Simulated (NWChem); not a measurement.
System: C$_{3}$H$_{4}$F$_{2}$O; SMILES C(F)(C=O)(F)C

NWChem input:

```
start job
memory heap 200 mb stack 900 mb global 1100 mb
geometry units angstroms noautosym nocenter noautoz
  C     -1.512179     0.363510     0.000000
  C     -0.007515     0.353702     0.000000
  F      0.491301     1.007254    -1.105702
  F      0.491301     1.007254     1.105702
  C      0.650783    -1.041333     0.000000
  O      0.034213    -2.081493     0.000000
  H     -1.892319    -0.158562     0.897352
  H     -1.868308     1.410677     0.000000
  H     -1.892319    -0.158562    -0.897352
  H      1.780126    -0.985115     0.000000
end
basis spherical
  * library def2-svp
end
dft
  xc m05-2x
  iterations 150
end
cosmo
  dielec 1.5
end
task dft energy
```

Parts of the log:

```
             Northwest Computational Chemistry Package (NWChem) 7.3.0
             --------------------------------------------------------

                             Geometry "geometry" -> ""
                             -------------------------

 Output coordinates in angstroms (scale by  1.889725989 to convert to a.u.)

  No.       Tag          Charge          X              Y              Z
 ---- ---------------- ---------- -------------- -------------- --------------
    1 C                    6.0000    -1.51217900     0.36351000     0.00000000
    2 C                    6.0000    -0.00751500     0.35370200     0.00000000
    3 F                    9.0000     0.49130100     1.00725400    -1.10570200
    4 F                    9.0000     0.49130100     1.00725400     1.10570200
    5 C                    6.0000     0.65078300    -1.04133300     0.00000000
    6 O                    8.0000     0.03421300    -2.08149300     0.00000000
    7 H                    1.0000    -1.89231900    -0.15856200     0.89735200
    8 H                    1.0000    -1.86830800     1.41067700     0.00000000
    9 H                    1.0000    -1.89231900    -0.15856200    -0.89735200
   10 H                    1.0000     1.78012600    -0.98511500     0.00000000

 Effective nuclear repulsion energy (a.u.)     247.3698167734

                                 NWChem DFT Module
                                 -----------------

 Summary of "ao basis" -> "ao basis" (spherical)
 ------------------------------------------------------------------------------
       Tag                 Description            Shells   Functions and Types
 ---------------- ------------------------------  ------  ---------------------
 C                          def2-svp                 6       14   3s2p1d
 F                          def2-svp                 6       14   3s2p1d
 O                          def2-svp                 6       14   3s2p1d
 H                          def2-svp                 3        5   2s1p

 in cosmo_initialize ...

 solvent parameters
 solvname_short: unkn
 solvname_long:  unknown
 dielec:        1.5000

          ---------------
          -cosmo- solvent
          ---------------
 Cosmo: York-Karplus, doi: 10.1021/jp992097l
 dielectric constant -eps-     =   1.50
 screen = (eps-1)/(eps    )    =   0.33333
 surface charge correction     = lagrangian

   van der Waals surface
 --------------------------

 ---------- ATOMIC COORDINATES (A.U.) ------------ VDWR(ANG.) --
     1   -2.85760396    0.68693429    0.00000000     2.000
     2   -0.01420129    0.66839986    0.00000000     2.000
     3    0.92842427    1.90343406   -2.08947381     1.720
     4    0.92842427    1.90343406    2.08947381     1.720
     5    1.22980155   -1.96783403    0.00000000     2.000
     6    0.06465320   -3.93345142    0.00000000     1.720
     7   -3.57596439   -0.29963873    1.69574940     1.300
     8   -3.53059018    2.66579299    0.00000000     1.300
     9   -3.57596439   -0.29963873   -1.69574940     1.300
    10    3.36395037   -1.86159742    0.00000000     1.300
 number of segments per atom =         32
 number of   points per atom =         32
 atom (   nspa,  nppa )
 ----------------------
    1 (     16,     0 )       0
    2 (      4,     0 )       0
    3 (     18,     0 )       0
    4 (     18,     0 )       0
    5 (     12,     0 )       0
    6 (     22,     0 )       0
    7 (     14,     0 )       0
    8 (     14,     0 )       0
    9 (     14,     0 )       0
   10 (     16,     0 )       0
 number of -cosmo- surface points =      148
 molecular surface =    121.641 angstrom**2
 molecular volume  =     97.820 angstrom**3
 G(cav/disp)       =      1.468 kcal/mol
 -lineq- algorithm             =   0
 -bem- low  level              =   2
 -bem- from -octahedral-
 gaussian surface charge width =   4.50000
 degree of switching           =   1.00000
 switching function tolerance  =   0.00010
 atomic radii =
 --------------
    1  6.000  2.000
    2  6.000  2.000
    3  9.000  1.720
    4  9.000  1.720
    5  6.000  2.000
    6  8.000  1.720
    7  1.000  1.300
    8  1.000  1.300
    9  1.000  1.300
   10  1.000  1.300
 ...... end of -cosmo- initialization ......

[...]

                                   COSMO solvation results
                                   -----------------------

                 gas phase energy =      -391.265378425130
                 sol phase energy =      -391.267886309015
 (electrostatic) solvation energy =         0.002507883885 (    1.57 kcal/mol)

                       DFT Final Molecular Orbital Analysis
                       ------------------------------------

 Vector   22  Occ=2.000000D+00  E=-4.762680D-01
              MO Center= -1.0D+00, -4.4D-02, -9.9D-09, r^2= 2.8D+00
   Bfn.  Coefficient  Atom+Function         Bfn.  Coefficient  Atom+Function
  ----- ------------  ---------------      ----- ------------  ---------------
     6      0.379763   1 C  pz               85      0.271775   7 H  s
    95     -0.271775   9 H  s                76     -0.211318   6 O  pz
    32      0.196787   3 F  px               46     -0.196787   4 F  px
     9      0.151482   1 C  pz               62     -0.143921   5 C  pz
    35     -0.140439   3 F  px               49      0.140439   4 F  px

 Vector   23  Occ=2.000000D+00  E=-4.607772D-01
              MO Center= -2.8D-01,  2.6D-01,  1.6D-09, r^2= 2.8D+00
   Bfn.  Coefficient  Atom+Function         Bfn.  Coefficient  Atom+Function
  ----- ------------  ---------------      ----- ------------  ---------------
     4      0.327924   1 C  px               32     -0.315427   3 F  px
    46     -0.315427   4 F  px               18     -0.288916   2 C  px
    35      0.222691   3 F  px               49      0.222691   4 F  px
    74      0.211862   6 O  px               59     -0.163335   5 C  s
    17      0.154866   2 C  s                 7      0.140658   1 C  px

 Vector   24  Occ=2.000000D+00  E=-3.578837D-01
              MO Center=  3.0D-01, -1.2D+00,  1.3D-09, r^2= 2.3D+00
   Bfn.  Coefficient  Atom+Function         Bfn.  Coefficient  Atom+Function
  ----- ------------  ---------------      ----- ------------  ---------------
    74      0.436461   6 O  px               17      0.375938   2 C  s
    77      0.313265   6 O  px               75     -0.272340   6 O  py
    19     -0.244462   2 C  py              100     -0.241979  10 H  s
    78     -0.208885   6 O  py              101     -0.168259  10 H  s
    22     -0.165895   2 C  py               18      0.161090   2 C  px

 Vector   25  Occ=0.000000D+00  E=-1.216120D-02
              MO Center=  4.3D-01, -1.2D+00, -2.3D-09, r^2= 1.8D+00
   Bfn.  Coefficient  Atom+Function         Bfn.  Coefficient  Atom+Function
  ----- ------------  ---------------      ----- ------------  ---------------
    65      0.494995   5 C  pz               62      0.484672   5 C  pz
    79     -0.439313   6 O  pz               76     -0.411728   6 O  pz
    23      0.215601   2 C  pz               31      0.136255   3 F  s
    45     -0.136255   4 F  s                33      0.125097   3 F  py
    47     -0.125097   4 F  py               20      0.121984   2 C  pz

 Vector   26  Occ=0.000000D+00  E= 1.264839D-01
              MO Center= -1.8D+00,  3.2D-01, -2.0D-08, r^2= 5.2D+00
   Bfn.  Coefficient  Atom+Function         Bfn.  Coefficient  Atom+Function
  ----- ------------  ---------------      ----- ------------  ---------------
     3      2.824388   1 C  s                91     -1.264895   8 H  s
    86     -1.157365   7 H  s                96     -1.157365   9 H  s
    17     -0.600832   2 C  s               101     -0.356548  10 H  s
    73      0.334490   6 O  s                64      0.284274   5 C  py
     7     -0.273491   1 C  px               63      0.263998   5 C  px

 Vector   27  Occ=0.000000D+00  E= 1.355795D-01
              MO Center=  1.0D+00, -6.0D-01, -1.8D-09, r^2= 5.5D+00
   Bfn.  Coefficient  Atom+Function         Bfn.  Coefficient  Atom+Function
  ----- ------------  ---------------      ----- ------------  ---------------
   101     -1.752545  10 H  s                59      1.643355   5 C  s
    63      0.651476   5 C  px               86      0.589598   7 H  s
    96      0.589598   9 H  s                17     -0.545876   2 C  s
    64      0.495794   5 C  py               22      0.451591   2 C  py
    91     -0.421789   8 H  s                 3     -0.401576   1 C  s

     Multipole analysis of the density
     ---------------------------------

     L   x y z        total         alpha         beta         nuclear
     -   - - -        -----         -----         ----         -------
     0   0 0 0     -0.000000    -24.000000    -24.000000     48.000000

     1   1 0 0     -0.244841     -0.151556     -0.151556      0.058272
     1   0 1 0      0.202284      0.439082      0.439082     -0.675879
     1   0 0 1     -0.000000     -0.000000     -0.000000      0.000000

     2   2 0 0    -21.905624    -72.440955    -72.440955    122.976285
     2   1 1 0     -2.252883      3.929195      3.929195    -10.111274
     2   1 0 1      0.000000      0.000000      0.000000      0.000000
     2   0 2 0    -29.869060   -129.179047   -129.179047    228.489034
     2   0 1 1     -0.000000     -0.000000     -0.000000      0.000000
     2   0 0 2    -25.736603    -55.036974    -55.036974     84.337346
```

Level: M05-2X/def2-SVP, COSMO on the gas-phase geometry. Coordinates come from a PBE-D3(BJ)/def2-SVP optimisation. COSMO prints the solvation energy as gas minus solution, so a positive value is a stabilisation.
